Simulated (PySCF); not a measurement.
H2Sb, charge +1, multiplicity 1. Atoms are numbered in the order given.

```xyz
3

Sb     0.0000     0.0000    -0.0456
H      0.0000     1.2142     1.1640
H      0.0000    -1.2142     1.1640
```
Charge +1, spin multiplicity 1.

Geometry optimised at B3LYP-D3(BJ)/def2-TZVPD. The def2 effective core potentials stand for the cores of Sb; spin–orbit coupling is left out.

Level of theory: TDA-CAM-B3LYP/def2-TZVPD (PySCF 2.14.0).

Vertical excitations.  State labels are in the subgroup C2v.

Q: Estimate the UV-visible absorptions. (Estimate from the structure and the level; the computed values follow.)

A: 
```csv
state,symmetry,energy (eV),λ (nm),f,main pairs
S1,B1,2.48,499,0.010,HOMO→LUMO 99 %
S2,A2,3.67,338,0.000,HOMO−1→LUMO 100 %
S3,B2,7.89,157,0.153,HOMO→LUMO+1 83 %
S4,A1,8.26,150,0.082,"HOMO→LUMO+2 78 %, HOMO−1→LUMO+1 19 %"
S5,A1,9.74,127,0.337,"HOMO−1→LUMO+1 42 %, HOMO→LUMO+3 30 %, HOMO→LUMO+2 14 %, HOMO→LUMO+4 12 %"
S6,A1,10.09,123,0.001,"HOMO→LUMO+3 63 %, HOMO→LUMO+4 20 %, HOMO−1→LUMO+1 15 %"
S7,B2,10.38,119,0.787,HOMO−1→LUMO+2 79 %
S8,A2,10.54,118,0.000,HOMO→LUMO+5 98 %
S9,B1,10.71,116,0.055,"HOMO→LUMO+6 80 %, HOMO−2→LUMO 19 %"
S10,A1,11.45,108,1.126,"HOMO→LUMO+4 62 %, HOMO−1→LUMO+1 16 %"
T1,B1,1.39,889,0,HOMO→LUMO 99 %
T2,A2,3.07,404,0,HOMO−1→LUMO 99 %
T3,B2,5.94,209,0,HOMO→LUMO+1 94 %
T4,A1,6.78,183,0,"HOMO−1→LUMO+1 48 %, HOMO→LUMO+2 44 %"
```
Triplets are in the Tamm–Dancoff approximation.
